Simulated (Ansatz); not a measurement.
Calculated with Ansatz (gas phase, PBE0-D4/def2-TZVP geometries, no zero-point term in ΔE). CCSD(T)/CBS is the MP2 limit (def2-TZVPP, def2-QZVPP) plus CCSD(T) − MP2 in def2-TZVPP, frozen cores. This one scheme is used for every species. DFT in def2-TZVPP. Each species was taken in one conformer, which may not be the lowest.

Reaction (formal hydrolysis of the Al–Si bond): `C[SiH2][Al]([F])[F]` + H₂O → `[OH][Al]([F])[F]` + `C[SiH3]`

```
             level  ΔE (kcal/mol)
           PBE0-D4          -25.2
           ωB97X-V          -28.7
               PBE          -24.2
            r2SCAN          -29.5
    MP2/def2-TZVPP          -32.0
CCSD(T)/def2-TZVPP          -29.8
     HF/def2-QZVPP          -34.5
      HF/CBS(def2)          -34.5
```

Q: What does CCSD(T)/CBS give? (An estimate is asked.)

A: Ansatz gave: -29.0 kcal/mol. The listed levels differ from it by 3.8, 0.3, 4.8, -0.5, -3.0, -0.8, -5.5, -5.5 kcal/mol.

Largest T1 diagnostic among the species: 0.013.

The D4 term adds +0.8 kcal/mol with B3LYP and +0.5 kcal/mol with PBE0; it sums over pairs of atoms, weighted by their polarisabilities, and B3LYP, whose exchange is more repulsive, gets the larger term. In def2-TZVPP, CCSD(T) changes the Hartree–Fock value by +4.4 kcal/mol (the triples alone add +0.7 kcal/mol) and MP2 by +2.2 kcal/mol. From PBE to PBE0 (25 % exact exchange), in def2-TZVPP and without D4, ΔE moves by −1.5 kcal/mol.

B3LYP here is the variant with VWN-RPA as its local correlation; programs differ in this.
